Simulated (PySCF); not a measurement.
Relaxation of sextet ReI2

All numbers come from UPBE0/[Re def2-SVP with ECP60, I def2-SVP with ECP28], scalar-relativistic core potentials, density fitting, no spin–orbit coupling, PySCF. A (50,194) grid was used.

A hand-made bent start, of C2v symmetry, held to at least that symmetry:

```xyz
3
charge 0 multiplicity 6, angstrom
Re    0.0000    0.0000   -0.8719
I     2.1626    0.0000    0.6423
I    -2.1626    0.0000    0.6423
```

Optimiser trace:
| step | E − E(last) (kJ/mol) | largest gradient (Eh/bohr) |
| --- | --- | --- |
| 0 | 65.31 | 0.01722 |
| 1 | 51.14 | 0.01255 |
| 2 | 26.94 | 0.01147 |
| 3 | 13.45 | 0.01215 |
| 4 | 8.57 | 0.01078 |
| 5 | 3.17 | 0.00412 |
| 6 | 1.05 | 0.00212 |
| 7 | 0.22 | 0.00296 |
| 8 | 0.02 | 0.00097 |
| 9 | 0.00 | 0.00007 |

It ends at D∞h with Re–I 2.637 Å (×2); I–Re–I 180.0° (after a last refinement on a finer grid). A frequency run shows a minimum.

Final geometry:
Coordinates in bohr (charge 0 multiplicity 6):
```
Re    0.0000    0.0000    0.0000
I     4.9835    0.0000    0.0000
I    -4.9835    0.0000    0.0000
```

Other spin states or occupations of the open shell can lie lower. Spin–orbit coupling, left out here, can matter for elements this heavy.

The relaxation took of the order of 80 core-seconds on a shared host.
